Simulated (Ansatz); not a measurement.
`OC[SiH2]Cl` + `[SiH3]S` → `[SiH3]SC[SiH2]Cl` + H₂O  (substitution at a C–O bond)

Gas-phase electronic energies from Ansatz, PBE0-D4/def2-TZVP geometries. CCSD(T)/CBS adds triple-zeta CCSD(T) − MP2 to the extrapolated MP2 energy (def2 sets, frozen cores). This one scheme is used for every species. DFT in def2-TZVPP. B3LYP here is the variant with VWN-RPA as its local correlation; programs differ in this. Each species was taken in one conformer, which may not be the lowest.

```tsv
level	ΔE (kJ/mol)	difference from CCSD(T)/CBS
PBE-D4	-49.0	8.4
r2SCAN-D4	-46.4	11.0
PBE0-D4	-51.1	6.3
B3LYP-D4	-48.9	8.5
ωB97X-V	-44.4	13.0
r2SCAN	-43.6	13.8
MP2/def2-QZVPP	-65.3	-7.9
SCS-MP2/def2-QZVPP	-56.3	1.1
MP2/CBS(def2)	-68.3	-10.9
CCSD/CBS(def2)	-53.8	3.6
CCSD(T)/CBS	-57.4	0
```

Largest T1 diagnostic among the species: 0.011.

In def2-TZVPP, CCSD(T) changes the Hartree–Fock value by −20.5 kJ/mol (the triples alone add −3.7 kJ/mol) and MP2 by −31.4 kJ/mol. The D4 term adds −16.2 kJ/mol with B3LYP and −9.2 kJ/mol with PBE0; it sums over pairs of atoms, weighted by their polarisabilities, and B3LYP, whose exchange is more repulsive, gets the larger term.
